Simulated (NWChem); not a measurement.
C2H7NOSi; SMILES C=C[Si@@H](N)O

```xyz
12

C      0.0376    -2.2731     0.3159
C     -0.7217    -1.2613    -0.1206
Si    -0.0680     0.4615    -0.3710
N     -1.0672     1.5873     0.4649
O      1.5228     0.3508     0.1422
H      1.0992    -2.1240     0.5406
H     -0.3635    -3.2820     0.4679
H     -1.7822    -1.4526    -0.3328
H     -0.1047     0.9236    -1.7935
H     -1.2995     1.4706     1.4444
H     -1.1460     2.5531     0.1713
H      2.0643     1.1355     0.0245
```
Atoms are numbered in this order, from 1.

Structure relaxed at the PBE0/def2-SVP level. No frequency run checked for a minimum.

### Question
Give the principal values of the shielding tensors (ppm) of C1, C2, Si3, N4, O5 from B3LYP/6-311G** (spherical d), GIAO (NWChem), with their diamagnetic and paramagnetic parts as GIAO splits them.

### Answer
```csv
atom,σ11,σ22,σ33,isotropic,diamagnetic,paramagnetic
C1,-90.4,40.8,164.9,38.4,254.7,-216.3
C2,-71.6,43.6,163.3,45.1,257.2,-212.1
Si3,331.0,385.5,410.9,375.8,879.8,-504.0
N4,205.5,217.6,264.5,229.2,320.1,-90.8
O5,244.7,280.6,296.1,273.8,390.9,-117.1
```
